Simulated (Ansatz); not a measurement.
**Ligand exchange: C2H7NSn + SiH2(CH3)(OH) → C2H6OSn + SiH2(CH3)(NH2)**

Species: C2H7NSn `C[CH2][Sn][NH2]`, singlet; SiH2(CH3)(OH), singlet; C2H6OSn `C[CH2][Sn][OH]`, singlet; SiH2(CH3)(NH2), singlet. The partners trade NH2 for OH: Sn–NH2 and Si–OH bonds give way to Sn–OH and Si–NH2.

Shapes, held fixed at every level: PBE0-D4/def2-TZVP. Flexible molecules stand in one conformer, not always the lowest. Programs: Ansatz 0.2.0. The zero-point and thermal change to 298 K, harmonic and unscaled (PBE0-D4/def2-TZVP), is -0.9 kJ/mol.

| level | kind | ΔH(298 K) (kJ/mol) | less CCSD(T)/def2-TZVPP | CPU time (sum over the molecules) |
| --- | --- | --- | --- | --- |
| HF/def2-SVP | Hartree–Fock | +22.3 | -2.6 | – |
| SPW92/def2-TZVPP | LDA | +17.9 | -7.0 | 19 s |
| PBE-D4/def2-TZVPP | GGA | +16.3 | -8.6 | 39 s |
| PBE0-D4/def2-TZVPP | global hybrid | +19.7 | -5.2 | 39 s |
| r2SCAN0-D4/def2-TZVPP | global hybrid | +22.6 | -2.3 | 56 s |
| CCSD(T)/def2-SVP | coupled cluster or CI | +22.1 | -2.8 | 81 s |
| CCSD/def2-SVP | coupled cluster or CI | +21.6 | -3.3 | – |
| CCSD(T)/def2-TZVPP | coupled cluster or CI | +24.9 | 0.0 | 16 min |

The highest level, CCSD(T)/def2-TZVPP, gives ΔH(298 K) = +24.9 kJ/mol; the levels span +16.3 to +24.9. The column of differences is taken from that level and isn't an error. No measured value is set beside it here. For atoms past krypton def2 sets carry core potentials with scalar relativity. Outer-core shells of Sn are correlated in most correlated rows, in sets that cover them unevenly. Times are processor times on shared x86 and Arm servers, and rough.
